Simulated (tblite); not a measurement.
A tight-binding relaxation on `C=C(OCC)B(F)F`.

Computed with GFN2-xTB geometry optimisation, gas phase (tblite 0.8.0). Start geometry: from a force field or distance geometry. The command runs a driver script over a list of jobs; the input below is this job's line of settings and its coordinates in Å.

Command:
```bash
OMP_NUM_THREADS=1 python probes_run.py task.json out
```

Input:
```
{"job": {"kind": "relax", "xc": "GFN2-xTB", "basis": "xTB"}, "charge": 0, "multiplicity": 1}
C      0.970400    -1.546200     1.009600
C      1.165500    -0.380000     0.362600
O      0.130900     0.398200    -0.127200
C     -1.263800     0.083100    -0.037300
C     -2.092000     1.164300    -0.681900
B      2.626600     0.143000     0.159100
F      3.768800    -0.602700     0.645400
F      2.855700     1.399200    -0.523300
H     -0.029100    -1.935100     1.171300
H      1.783300    -2.134300     1.394500
H     -1.464000    -0.892900    -0.542100
H     -1.557700    -0.006600     1.042900
H     -3.175200     0.917600    -0.602500
H     -1.904400     2.138000    -0.187900
H     -1.819300     1.262500    -1.759900
```

Output:
```
step      E/eV     max force
  0    -732.96694    3.663
  1    -733.39966    2.473
  2    -733.54596    2.881
  3    -733.61776    1.058
  4    -733.65532    0.369
  5    -733.67628    0.341
  6    -733.68319    0.215
  7    -733.69430    0.320
  8    -733.70159    0.280
  9    -733.70772    0.285
... (9 lines left out)
 19    -733.71748    0.040
 20    -733.71767    0.035
 21    -733.71787    0.039
 22    -733.71809    0.044
 23    -733.71826    0.036
 24    -733.71837    0.026
 25    -733.71842    0.024
 26    -733.71847    0.019
 27    -733.71849    0.012
 28    -733.71851    0.010
```

«max force» is the largest atomic force in eV/Å.

Question: From which step on does the largest force stay under 0.1 eV/Å, and how much energy is left to gain from there?

Answer: From step 13 (0.092 eV/Å), 3.0 meV above the end.

Summary of the converged run: energy lowered by 17.3 kcal/mol over 28 steps; largest atomic force 0.010 eV/Å at the end.

Question: Where do the atoms end?

Answer: 0.087 Å rms from the input after alignment:
```
atom  x, y, z in Å
C1     0.8942   -1.5215    0.9931
C2     1.1130   -0.3622    0.3551
O3     0.1483    0.4494   -0.1574
C4    -1.2088    0.0651   -0.0203
C5    -2.0555    1.1460   -0.6722
B6     2.5718    0.1681    0.1444
F7     3.6199   -0.5043    0.5812
F8     2.8686    1.2931   -0.4657
H9    -0.0815   -1.9374    1.1688
H10    1.7325   -2.0838    1.3588
H11   -1.3733   -0.9040   -0.5111
H12   -1.4621   -0.0350    1.0442
H13   -3.1091    0.8958   -0.5895
H14   -1.8732    2.0996   -0.1849
H15   -1.7894    1.2392   -1.7212
```

Hardware: Arm Neoverse V1, one thread, shared host. Cost: 0.15 s.
Labels such as C1 count atoms from 1, the log's own numbers from 0.
